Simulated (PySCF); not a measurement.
Unknowns

[PySCF 2.14.0 with density-fitted response routines: shielding tensors at PBE0/pcSseg-1 (GIAO); structure optimised with GFN2-xTB; one conformer; fast rotation and ring inversion assumed for equivalent nuclei; no solvent model; relativity neglected]

Chemical shifts δ = σref − σ; ¹H and ¹³C vs TMS, all at this level. Where no couplings were computed, multiplicities follow the n + 1 count of equivalent neighbours, and m marks all less simple cases (inequivalent or close neighbours, rings, F or P nearby). Shifts are as computed. Against solution values, carbons near 30 ppm lie about +3 ppm off and those near 130 ppm about +5 ppm. Of 1211 compounds with measured shifts, 218 miss one by over three times the rms of a fit or turn the order of signals round; such compounds aren't used in these exercises.

(1) C2H11NSi4. ¹H NMR (300 MHz, computed): δ 5.10 (s, 2H), 4.77 (s, 6H), 4.29 (s, 3H). ¹³C{¹H} NMR (computed): δ 118.2 (C), 115.5 (C). What is it?

(2) C5H12OSi. ¹H NMR (400 MHz, computed): δ 9.92 (d, 1H), 3.92 (d, 3H), 2.10 (m, 1H), 1.88 (m, 1H), 1.07 (d, 3H), 1.05 (d, 3H). ¹³C{¹H} NMR (computed): δ 208.7, 52.8, 31.3, 27.8, 23.8. Give a structure.

Answers

(1) `[SiH3]N([SiH2]C#C[SiH3])[SiH3]`. The formula gives 2 degrees of unsaturation (no ring in the answer). 2 carbon signals for 2 carbons: no two carbons are equivalent. Carbon types of the structure: 2 × C, leaving 11 H on heteroatoms. δC 118.2, 115.5: alkyne carbon. δH 5.10: hydrogen on a silicon bonded to C, N. δH 4.77: hydrogen on a silicon bonded to N. δH 4.29: hydrogen on a silicon bonded to C.

This is the structure that produced the data.

(2) `InChI=1S/C5H12OSi/c1-4(2)5(7)3-6/h3-5H,1-2,7H3/t5-/m1/s1`. Rings plus π bonds: 1 (no ring in the answer). 5 carbon signals for 5 carbons: no two carbons are equivalent. Carbon types of the structure: 3 × CH, 2 × CH3, leaving 3 H on heteroatoms. δC 208.7: aldehyde carbonyl carbon; low-lying n→π* states of the double bond to the heteroatom give a large paramagnetic term (-272 ppm). δC 31.3: sp3 CH; aliphatic region, no heteroatom directly attached. δH 9.92: hydrogen on an aldehyde carbonyl carbon; the formyl region, downfield of aromatic protons. δH 1.88: hydrogen on an sp3 CH bonded to Si, α to a carbonyl; α to C=O.

This is the structure that produced the data.
